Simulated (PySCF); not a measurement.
## Energy of Ni²⁺ (nickel, charge +2) between two integer charges

The 3d beta orbital of [Ar] 3d8 is emptied in steps (occupation f), with all orbitals relaxed, ending at [Ar] 3d7. Calculation: PySCF 2.14, in def2-SVP (5s3p2d1f, 31 functions); the non-relativistic Hamiltonian (point nucleus). The exact energy is a straight line in f; departures are measured from the line between the end points of the same method.

**Question.** Among BHandHLYP, wB97X, B3LYP, which shows the largest delocalisation error (convex curve), and which is closest to linear?

**Answer.** Most convex: B3LYP (-1.640 eV at f = 0.4); closest to linear: BHandHLYP (-0.758 eV).

| f | BHandHLYP (eV) | wB97X (eV) | B3LYP (eV) |
| --- | --- | --- | --- |
| 1 | 0.000 | 0.000 | 0.000 |
| 0.8 | -0.492 | -0.569 | -1.081 |
| 0.6 | -0.748 | -0.862 | -1.630 |
| 0.4 | -0.758 | -0.871 | -1.640 |
| 0.2 | -0.512 | -0.586 | -1.100 |
| 0 | 0.000 | 0.000 | 0.000 |

```
   method  E(f=0) − E(f=1) (eV)  −ε at f=1 (eV)  −ε at f=0.4 (eV)
BHandHLYP                35.858          32.822            36.439
    wB97X                36.074          32.553            36.755
    B3LYP                36.543          29.827            37.861
```

Reference removal energy between the ground levels: 35.187 ± 0.019 eV (measured; NIST Atomic Spectra Database, ionization energies). The calculation has no spin-orbit coupling. The determinant left behind need not be the lowest term of the ion.
